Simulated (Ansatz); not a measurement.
A run for Ansatz (a program for electronic structure): R-BLYP/def2-TZVPP on dimethyl selenide (SMILES C[Se]C), a point of a torsion scan.

Ansatz 0.2 input:
```yaml
crystal:
  periodic: [false, false, false]
  atoms:
    - {symbol: C, position_ang: [1.47115245, -0.05724054, 0.07083754]}
    - {symbol: Se, position_ang: [0.09613945, 0.23136488, -1.29699981]}
    - {symbol: C, position_ang: [-1.45126008, -0.32076395, -0.23714024]}
    - {symbol: H, position_ang: [1.97126634, -1.00626642, -0.10499781]}
    - {symbol: H, position_ang: [2.19415622, 0.75098035, -0.00122528]}
    - {symbol: H, position_ang: [0.99375669, -0.04417105, 1.04535610]}
    - {symbol: H, position_ang: [-1.32358058, -1.35361453, 0.07771730]}
    - {symbol: H, position_ang: [-2.32751548, -0.23152137, -0.87288248]}
    - {symbol: H, position_ang: [-1.54725209, 0.33605140, 0.62405561]}
basis:
  gaussian:
    orbitals: def2-TZVPP
hamiltonian:
  xc: {name: BLYP}
scf: {lower_state_search: off}
```

The log:

```
WARN ansatz: RAYON_NUM_THREADS=1 ignored (pool sized by the plan → 1); use --threads N
Functional definition: BLYP
these checks for a lower state are left out or cut short: stability, starts, cluster_reference, orbital_swaps, neighbouring_geometries, increment
integrals: 0.10 GiB planned
1101 factors; their error is unknown
mean field: 0.75 GiB planned
mean field evaluation 1: about -67505.8674 eV, gradient 8.5e1 eV
mean field evaluation 2: about -67474.6617 eV, gradient 1.3e2 eV
mean field evaluation 4: about -67521.9004 eV, gradient 6.9e0 eV
mean field evaluation 8: about -67521.9795 eV, gradient 4.9e-1 eV
mean field evaluation 16: about -67521.9797 eV, gradient 2.3e-5 eV
mean field -67521.97973389 eV, -2481.3869871787 hartree, gradient 6.2e-6 eV, S^2 0.000000; 0 other end points of the search recorded, 0 dependent functions left out
reference -67521.98007083 eV, -2481.3869995612 hartree; 26, 26 occupied and 168, 168 virtual orbitals, 1101 factors
Total energy: -67521.98007083 eV, -2481.3869995612 hartree
Checks for a lower state left out: stability, starts, cluster_reference, orbital_swaps, neighbouring_geometries, increment
```

Self-consistency was reached.

Cost: around 2.5 core-seconds (rough).
